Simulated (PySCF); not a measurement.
SMILES [SeH][Cd][SeH], CAM-B3LYP/def2-SVP optimised geometry.

```
5

Cd    -0.73     0.00     0.00
Se    -0.82     2.46    -0.01
H     -0.83     2.51     1.46
Se    -0.65    -2.46     0.00
H      0.82    -2.46     0.00
```

Density from PySCF with CAM-B3LYP/def2-TZVP, def2 effective core potentials past Kr at that geometry. The core electrons that the potentials of Cd replace are not part of the density.

Minimum of the electron density along straight lines between bonded atoms, close to the bond critical point (lines longer than 1.1 times the sum of covalent radii, or with two minima, are not listed):

```tsv
bond	length / Å	ρ at the minimum / e bohr⁻³	∇²ρ there / e bohr⁻⁵	position (fraction from the first atom)
Cd1–Se2	2.457	0.078	0.12	0.48
Se2–H3	1.471	0.173	-0.30	0.63
Cd1–Se4	2.457	0.078	0.12	0.48
Se4–H5	1.471	0.173	-0.30	0.63
```
